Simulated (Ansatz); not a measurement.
The first iterations of a band of Cl3FTi + H4Si (10 atoms, charge 0, multiplicity 1).

Level of theory: RKS PBE-D4/def2-SVP (Ansatz 0.2.0).

```
movable images  : 5
climbing image  : yes
spring          : 5.0 eV/Å²
optimiser       : quadratic models (default)
start path      : through a guess of the saddle point
force threshold : 0.05 eV/Å
iteration limit : 60
end points      : relaxed
```

Image 0:

```xyz
10
Properties=species:S:1:pos:R:3
Ti 0.605 -0.055 -0.184
F 0.938 0.144 1.506
Cl 2.485 0.043 -1.276
Cl -0.709 1.545 -0.879
Cl -0.329 -1.994 -0.527
Si -3.221 0.065 1.430
H -3.304 -0.520 0.049
H -4.127 -0.702 2.354
H -3.637 1.508 1.401
H -1.809 -0.034 1.939
```

Image 6:

```xyz
10
Properties=species:S:1:pos:R:3
Ti -0.273 -0.096 -0.239
F -0.191 -0.870 1.863
Cl 1.388 1.210 0.337
Cl -1.158 0.892 -1.985
Cl 0.017 -2.169 -0.876
Si -2.590 0.387 0.865
H -3.781 -0.320 0.274
H -2.491 -0.203 2.302
H -2.929 1.836 1.102
H -1.100 -0.668 2.169
```

| iteration | highest image above the first end (eV) | largest band force component (eV/Å) |
| --- | --- | --- |
| 1 | 4.005 | 3.082 |
| 2 | 3.001 | 1.498 |
| 3 | 2.537 | 2.195 |
| 4 | 2.319 | 0.614 |
| 5 | 2.057 | 1.045 |
| 6 | 2.033 | 1.229 |

**Question.** Does the band converge within its limit, and where does its top end?

**Answer.** The run converged. It ended after 20 iterations with the highest image 2.139 eV above the first end. Neighbouring images differ by up to 1.2 eV, so the band resolves the path poorly. A vibrational analysis at the climbing image gives one clearly imaginary mode, 514i cm⁻¹, and a faint second one (31i cm⁻¹) that may be numerical noise or a soft torsion: probably a first-order saddle point. The orbitals stay closed-shell, which can raise the energy where a bond breaks towards radicals; this wasn't checked here.

Run time: 4.1 min on 4 threads of Arm Neoverse V1 (shared host), peak memory 0.25 GiB.
